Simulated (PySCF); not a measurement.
# SMILES O=C/C=C/C=C/C(Cl)=C\[O-], [C₇H₆ClO₂]-, charge -1

Molfile (atoms numbered from 1):
```
C7H6ClO2
     RDKit          3D

 16 15  0  0  0  0  0  0  0  0999 V2000
    3.7183    0.6932   -1.3420 O   0  0  0  0  0  0  0  0  0  0  0  0
    2.6675    0.3429   -0.8190 C   0  0  0  0  0  0  0  0  0  0  0  0
    1.3372    0.6956   -1.2080 C   0  0  0  0  0  0  0  0  0  0  0  0
    0.2358    0.2244   -0.5215 C   0  0  0  0  0  0  0  0  0  0  0  0
   -1.1200    0.4805   -0.7802 C   0  0  0  0  0  0  0  0  0  0  0  0
   -2.1412   -0.0588   -0.0057 C   0  0  0  0  0  0  0  0  0  0  0  0
   -3.5149    0.0907   -0.1212 C   0  0  0  0  0  0  0  0  0  0  0  0
   -4.1969    1.0882   -1.4007 Cl  0  0  0  0  0  0  0  0  0  0  0  0
   -4.4522   -0.5341    0.7641 C   0  0  0  0  0  0  0  0  0  0  0  0
   -4.1796   -1.2616    1.7133 O   0  0  0  0  0  0  0  0  0  0  0  0
    2.6932   -0.3403    0.0814 H   0  0  0  0  0  0  0  0  0  0  0  0
    1.2201    1.3564   -2.0739 H   0  0  0  0  0  0  0  0  0  0  0  0
    0.4465   -0.4338    0.3360 H   0  0  0  0  0  0  0  0  0  0  0  0
   -1.3874    1.1285   -1.6212 H   0  0  0  0  0  0  0  0  0  0  0  0
   -1.8706   -0.7080    0.8374 H   0  0  0  0  0  0  0  0  0  0  0  0
   -5.5217   -0.2967    0.5131 H   0  0  0  0  0  0  0  0  0  0  0  0
  1  2  2  0
  2  3  1  0
  3  4  2  0
  4  5  1  0
  5  6  2  0
  6  7  1  0
  7  8  1  0
  7  9  2  0
  9 10  1  0
  2 11  1  0
  3 12  1  0
  4 13  1  0
  5 14  1  0
  6 15  1  0
  9 16  1  0
M  CHG  1  10  -1
M  END
```

Method used: PySCF, quadratic response CAM-B3LYP/aug-cc-pVDZ first hyperpolarisability, Taylor convention, gas phase. Geometry: PBE0-D3(BJ)/def2-SVP.

For a gas-phase anion, states above the detachment energy (about 2.7 eV, taken as minus the energy of the highest occupied orbital) lie in the continuum and depend on the basis.

Task: Give the tensor of the static β(0;0,0) in the axes of these coordinates.

Result: In au, Taylor convention; rows are the first index (the induced dipole):
```tsv
	xx	yy	zz	xy	xz	yz
x	-1894.5	+182.3	+400.3	+522.1	-579.1	-272.4
y	+522.1	-43.6	+124.1	+182.3	-272.4	-58.5
z	-579.1	-58.5	-81.8	-272.4	+400.3	+124.1
```
Norm of βᵢ = ⅓ Σⱼ (βᵢⱼⱼ + βⱼᵢⱼ + βⱼⱼᵢ): 1613.0 au, hyper-Rayleigh value 904.2 au.
